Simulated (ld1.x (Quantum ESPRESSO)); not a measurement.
The numbers below are computed, except where a source is named.
## Potentials for Be (Z = 4) compared

Generated with ld1.x 7.5 (TM, RRKJ, ultrasoft, PAW), atompaw 4.2 or ONCVPSP 4.0.1. The cutoff is in Ry: for ld1.x and atompaw files where the sum of valence levels is converged to 10 mRy in a Bessel basis, for ONCV files where the hardest occupied wave has 1 mHa per electron of residual kinetic energy. The error is the largest all-electron minus pseudo excitation energy over each file’s own four to seven test configurations (ionisations up to +4, promotions, holes and added fractions of an electron), all of which were solved. The labels leave out finer settings (local radius, basis sizes, second energies), which also bear on the numbers. Spin-polarised tests are not counted. The rows are a selection from randomly drawn settings: files with unsolved tests, undetermined cutoffs or missed reference levels are left out.

```csv
potential,cutoff (Ry),largest error (meV),bound ghosts
"PAW, PBE, non-relativistic, rc 1.85/4.50/5.20 (spd), local smoothed, core correction yes, reference 2s1.75 2p0.25",6,-29,none
"TM, PBE, scalar-relativistic, rc 1.45/4.20 (sp), local smoothed, core correction yes, reference 2s2 2p0",10,-203,none
"PAW, PBEsol, scalar-relativistic, rc 2.20/3.60 (sp), local smoothed, core correction yes, reference 2s2 2p0",6,+8.9,none
"PAW, PBE, scalar-relativistic, rc 1.80/3.75 (sp), local smoothed, core correction yes, reference 2s2 2p0",6,-11,none
"TM, BLYP, non-relativistic, rc 1.70/4.20/4.15 (spd), local p, core correction no, reference 2s1.5 2p0.5",10,-119,none
```

Problem. Fill in the row for Be: TM, PBE, non-relativistic, rc 1.80/2.90 (sp), local smoothed, core correction yes, reference 2s2 2p0.

Solution. cutoff 10 Ry, largest error -47 meV, bound ghosts: none.

Problem. Fill in the row for Be: TM, LDA (PZ), non-relativistic, rc 1.40/4.20 (sp), local s, core correction yes, reference 2s2 2p0.

Solution. cutoff 10 Ry, largest error -166 meV, bound ghosts: none.
